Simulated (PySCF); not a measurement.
Be(SH)(SeH) (BeH₂SSe), SMILES [SH][Be][SeH]. Coordinates come from a B3LYP-D3(BJ)/def2-TZVP optimisation. The values are those of a single conformer.

These are B3LYP-D3(BJ)/def2-TZVP (PySCF) values and carry that method's errors.

Harmonic wavenumbers (cm⁻¹): 185, 187, 207, 287, 576, 641, 977, 2392, 2658. Rotational constants (GHz): 128.8, 1.363, 1.361; symmetry number 1.

**Question.** Work out the zero-point energy and the ideal-gas rigid-rotor harmonic-oscillator thermochemistry at 298.15 K and 1 atm.

**Answer.** ZPE = ½ Σ hcν = ½ × 8110 cm⁻¹ = 11.59 kcal/mol. H − E(el) = 15.54 kcal/mol. Entropy in cal/(mol K): translation 40.31, rotation 24.71, vibration 9.08, total 74.10. G − E(el) = -6.56 kcal/mol. Cp = 17.63 cal/(mol K).
